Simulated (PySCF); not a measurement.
CH3FO3Si. Atoms are numbered in the order given.

```xyz
9

O      1.1597     1.6569     0.3505
C      1.5128     0.5909     0.7806
O      0.8111    -0.5339     0.7069
Si    -0.7086    -0.6473    -0.0597
O     -1.4689     0.7901    -0.0122
F     -0.3710    -1.1160    -1.5631
H      2.4795     0.4283     1.2984
H     -1.4680    -1.7065     0.6133
H     -0.8439     1.5336    -0.0531
```
Charge 0, spin multiplicity 1.

Coordinates come from a PBE0-D3(BJ)/def2-SVP optimisation. The structure was generated by enumeration; whether it is a known compound was not checked. The values are those of a single conformer.

Computed with PBE0/pcSseg-1 run with PySCF.

GIAO shieldings, no solvent; atoms alike by connectivity are averaged. δ = σ(ref) − σ: ¹⁷O against H2O (σ = 334.2 ppm); ¹³C against TMS (σ = 186.3 ppm); ²⁹Si against TMS (σ = 352.7 ppm); ¹⁹F against CFCl3 (σ = 167.2 ppm); ¹H against TMS (σ = 31.56 ppm), references at their B3LYP-D3(BJ)/def2-TZVP geometries, non-relativistic.

Computed chemical shifts:
```tsv
nucleus	atoms	count	δ (ppm)
¹⁷O	O1	1	452.1
¹⁷O	O3	1	241.2
¹⁷O	O5	1	77.1
¹³C	C2	1	169.7
²⁹Si	Si4	1	-46.8
¹⁹F	F6	1	-134.5
¹H	H7	1	8.15
¹H	H9	1	5.15
¹H	H8	1	4.78
```
